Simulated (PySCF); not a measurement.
CH₂F, SMILES [CH2]F, multiplicity 2. Coordinates come from a PBE-D3(BJ)/def2-TZVPD optimisation. The isomer is the one that the SMILES or the coordinates give; other isomers of the formula were not compared.

Computed equilibrium geometry at PBE-D3(BJ)/def2-TZVPD (PySCF confirms it by a frequency run) as bond lengths and angles, and its point group:
point group Cs.
Atoms: C1 F2 H3 H4. Bonds (Å): C1–F2 1.347, C1–H3 1.089, C1–H4 1.089. Bond angles (°): F2–C1–H3 115.0, F2–C1–H4 115.0, H3–C1–H4 125.3.
Charge 0, spin multiplicity 2.
